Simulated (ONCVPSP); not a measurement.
**tellurium: ONCV pseudisation with LDA (Perdew-Wang 92), scalar-relativistic reference atom.**

ONCVPSP 4.0.1 input, shortened (lines: element, Z, core and valence counts, functional; n l f; lmax; l rc ep ncon nbas qcut; lloc lpopt rc5 dvloc0; l nproj debl; icmod fcfact rcfact), LDA (Perdew-Wang 92), scalar-relativistic:

```
  Te 52.00    8    3  -001012      upf
    1    0    2.00
    2    0    2.00
    2    1    6.00
    3    0    2.00
    3    1    6.00
    3    2   10.00
    4    0    2.00
    4    1    6.00
    4    2   10.00
    5    0    1.50
    5    1    4.50
    2
    0    1.50    0.00    4    9    3.50
    1    1.70    0.00    5    9    3.90
    2    1.45    0.00    3    8    9.90
    4    3    1.20    6.00
    0    3    4.00
    1    3    3.90
    2    1    3.80
    3    1.75    1.05
```

All-electron outer shells of the reference configuration (LDA (PZ), scalar-relativistic, ld1.x):

```json
{"shell": "4s", "level (eV)": "-164.70", "outermost node (bohr)": "0.38", "outermost maximum (bohr)": "0.70"}
{"shell": "4p", "level (eV)": "-114.89", "outermost node (bohr)": "0.38", "outermost maximum (bohr)": "0.74"}
{"shell": "4d", "level (eV)": "-42.37", "outermost node (bohr)": "0.36", "outermost maximum (bohr)": "0.81"}
{"shell": "5s", "level (eV)": "-15.75", "outermost node (bohr)": "0.91", "outermost maximum (bohr)": "1.77"}
{"shell": "5p", "level (eV)": "-6.39", "outermost node (bohr)": "1.00", "outermost maximum (bohr)": "2.14"}
```

Does the generator finish with these settings?

No. ONCVPSP 4.0.1 stopped with "optimize: ERROR ps0norm > uunorm, code will stop": the continuity conditions at rc already need more norm inside rc than the all-electron wave has, so norm conservation cannot be met. It happened in the s channel.
